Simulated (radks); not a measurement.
Effect of the nuclear size on the argon ion Ar+, [Ne] 3s2 3p5. Calculated with a radial shooting solver on a logarithmic mesh with Libxc functionals: Dirac Kohn-Sham, PBE, spin-unpolarised, spherical densities, finite nucleus; open shells fill j = l - 1/2 first; Fermi nuclear charge, rms radius 3.4274 fm. The rms radius is varied about that value; shifts are against it.

[
 {"rms radius (fm)": "2.9887", "total energy shift (eV)": "-0.00446", "density at nucleus (e/bohr^3)": "4352", "1s1/2 shift (meV)": "-1.88", "2s1/2 shift (meV)": "-0.142"},
 {"rms radius (fm)": "3.1087", "total energy shift (eV)": "-0.00330", "density at nucleus (e/bohr^3)": "4348", "1s1/2 shift (meV)": "-1.39", "2s1/2 shift (meV)": "-0.105"},
 {"rms radius (fm)": "3.4274", "total energy shift (eV)": "0", "density at nucleus (e/bohr^3)": "4339", "1s1/2 shift (meV)": "0.000", "2s1/2 shift (meV)": "0.000"},
 {"rms radius (fm)": "3.6639", "total energy shift (eV)": "0.00265", "density at nucleus (e/bohr^3)": "4333", "1s1/2 shift (meV)": "1.12", "2s1/2 shift (meV)": "0.084"},
 {"rms radius (fm)": "4.0718", "total energy shift (eV)": "0.00763", "density at nucleus (e/bohr^3)": "4323", "1s1/2 shift (meV)": "3.21", "2s1/2 shift (meV)": "0.242"}
]

Slopes of the eigenvalues against <r^2> in GHz/fm^2, as finite differences over the two radii next to the reference (eigenvalue slopes, not the field-shift constants of lines): 1s1/2 161, 2s1/2 12.2.
